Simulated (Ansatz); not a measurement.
Molecule: sum formula H3SiO, charge 0, multiplicity 2. It need not be the lowest isomer of its formula. 
Geometry from a B3LYP-D3(BJ)/def2-TZVP (Ansatz, a program for electronic structure) optimisation:
```
Si
O 1 1.6579
H 1 1.4810 2 112.66
H 1 1.4810 3 110.22 2 126.77
H 1 1.4912 3 110.25 4 121.94
```
Charge 0, spin multiplicity 2.

Quantity: vertical ionisation energy (to the triplet state of charge +1; each state is the SCF solution reached for its spin; for the triplet T1 is 0.075), in eV. Valence correlation only, unless marked. Open shells are spin-unrestricted. No spin-orbit coupling. No relativistic terms. CBS(X,Y): correlation extrapolated as X^-3; Hartree-Fock from the larger set. [CCSD(T)-MP2]/basis is that difference in the basis named.

RI-MP2/CBS(aug-cc-pV(T+d)Z,aug-cc-pV(Q+d)Z)+[CCSD(T)-MP2]/aug-cc-pV(T+d)Z (Ansatz) gives 11.62 eV.

Problem. Another calculation gave 11.44 eV. Which level was it?
A) CAM-B3LYP/def2-TZVPD (Ansatz)
B) SVWN5/def2-TZVPD (Ansatz)
C) r2SCAN/def2-TZVPD (Ansatz)
D) B3LYP/def2-TZVPD (Ansatz)

Solution. A, CAM-B3LYP/def2-TZVPD (Ansatz). The others give 11.24 (B3LYP), 10.87 (SVWN5), 11.04 (r2SCAN) eV.
